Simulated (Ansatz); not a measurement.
H₅O₂Si₂ (`O[SiH](O)[SiH2]`) radical at its PBE0-D4/def2-TZVP geometry, where that method's forces vanish. The species carries charge 0 and has multiplicity 2.

| atom | x (Å) | y (Å) | z (Å) |
| --- | --- | --- | --- |
| O1 | 1.2012 | 1.3359 | 0.1873 |
| Si2 | -0.1561 | 0.4099 | 0.1117 |
| O3 | -0.8861 | 0.1637 | 1.5653 |
| Si4 | 0.5652 | -1.6822 | -0.5775 |
| H5 | 1.1034 | 2.2857 | 0.1083 |
| H6 | -1.1357 | 1.1071 | -0.7777 |
| H7 | -1.5471 | 0.7965 | 1.8493 |
| H8 | -0.4937 | -2.7262 | -0.6246 |
| H9 | 1.3488 | -1.6904 | -1.8421 |

**Question.** For each bond, give half the difference of the two atoms' forces along it (eV/Å; positive pushes the atoms apart) under PBE-D4, r2SCAN-D4, B3LYP-D4, ωB97M-V in def2-TZVPP. (Estimate.)

**Answer.** Ansatz gave: 
| bond | length (Å) | PBE-D4 | r2SCAN-D4 | B3LYP-D4 | ωB97M-V |
| --- | --- | --- | --- | --- | --- |
| O1–Si2 | 1.645 | 0.27 | 0.05 | 0.13 | 0.13 |
| O1–H5 | 0.958 | 0.34 | 0.02 | -0.02 | -0.06 |
| Si2–O3 | 1.645 | 0.26 | 0.05 | 0.13 | 0.12 |
| Si2–Si4 | 2.318 | -0.12 | -0.01 | 0.04 | -0.04 |
| Si2–H6 | 1.496 | -0.01 | -0.03 | -0.13 | -0.17 |
| O3–H7 | 0.958 | 0.34 | 0.02 | -0.02 | -0.06 |
| Si4–H8 | 1.488 | 0.11 | -0.02 | -0.07 | -0.10 |
| Si4–H9 | 1.488 | 0.11 | -0.02 | -0.07 | -0.10 |

B3LYP here is the variant with VWN-RPA as its local correlation; programs differ in this.
